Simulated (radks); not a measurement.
Values are calculated unless marked as measured or tabulated.
Q: Species: Mn+. Configuration: [Ar] 3d5 4s1 (the NIST ground configuration). Code: a radial shooting solver on a logarithmic mesh with Libxc functionals. Model: Dirac Kohn-Sham, BLYP, spin-unpolarised, spherical densities, finite nucleus; open shells fill j = l - 1/2 first; Fermi nuclear charge, rms radius 3.7057 fm. Some entries of the table are withheld. Estimate them.

| orbital | occ. | eigenvalue (Ry) | <r> (bohr) | <r^2> (bohr^2) |
|---|---|---|---|---|
| 1s1/2 | 2 | -473.2326 | (1) | (2) |
| 2s1/2 | 2 | -55.26004 | 0.2793 | 0.09222 |
| 2p1/2 | 2 | -47.42994 | 0.2451 | 0.07399 |
| 2p3/2 | 4 | -46.66241 | 0.2480 | 0.07565 |
| 3s1/2 | 2 | -6.89493 | 0.8519 | 0.8384 |
| 3p1/2 | 2 | -4.66549 | 0.8986 | (3) |
| 3p3/2 | 4 | -4.57179 | 0.9077 | (4) |
| 3d3/2 | 4 | -1.09483 | 1.188 | (5) |
| 3d5/2 | 1 | -1.08599 | 1.193 | (6) |
| 4s1/2 | 1 | -0.87769 | 2.804 | (7) |

A: 
(1) 1s1/2 <r> (bohr): 0.06090
(2) 1s1/2 <r^2> (bohr^2): 0.004987
(3) 3p1/2 <r^2> (bohr^2): 0.9532
(4) 3p3/2 <r^2> (bohr^2): 0.9727
(5) 3d3/2 <r^2> (bohr^2): 1.866
(6) 3d5/2 <r^2> (bohr^2): 1.884
(7) 4s1/2 <r^2> (bohr^2): 8.995
